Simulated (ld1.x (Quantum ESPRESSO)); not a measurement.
## Configuration tests for N (Z = 7) (PAW)

nitrogen (N), PAW, made with ld1.x (Quantum ESPRESSO) 7.5 (PBE, non-relativistic). Core [He], reference 2s2 2p2.5 (charge +0.5). Waves: 2s (bound): rcut 0.65, rcutus 0.90 bohr; 2s channel at 0.3 Ry: rcut 0.65, rcutus 0.90 bohr; 2p (bound): rcut 1.00, rcutus 1.25 bohr; 2p channel at 1 Ry: rcut 1.00, rcutus 1.25 bohr; 3d channel at 0.45 Ry: rcut 1.00, rcutus 1.25 bohr. Local part: all-electron potential smoothed inside 1.05 bohr (lloc = -2). Core correction: Bessel-smoothed model core, default radius (core density twice the valence density). Augmentation charge: BG, radius 0.55 bohr.

Energies are relative to the spin-unpolarised reference configuration 2s2 2p2.5; without spin polarisation the order of configurations can differ from experiment. Not all tests gave a result: test run stopped at test 7 of 7 (negative rho). The frozen-core shift is the all-electron ΔE with the core orbitals held at their reference shape minus the fully relaxed ΔE.

**Question.** Give the all-electron excitation energy and the error of the potential for: 2s2 2p3; 2s2 2p2; 2s2 2p1; 2s2 2p3.3; 2s1 2p4; 2s0 2p5.

**Answer.**

```csv
valence configuration,charge,ΔE all-electron (eV),error AE − PS (meV),frozen-core shift (meV)
2s2 2p3,0,-5.096,+0.1,0.0
2s2 2p2,+1,8.501,0.0,+0.1
2s2 2p1,+2,37.360,-0.3,+1.5
2s2 2p3.3,-0.3,-6.717,+0.1,0.0
2s1 2p4,0,6.381,+1.9,+0.4
2s0 2p5,0,17.884,+7.0,+1.6
```

Levels in the configuration 2s2 2p2:

```tsv
level	all-electron (eV)	pseudo (eV)
2s	-32.434	-32.434
2p	-20.694	-20.693
```
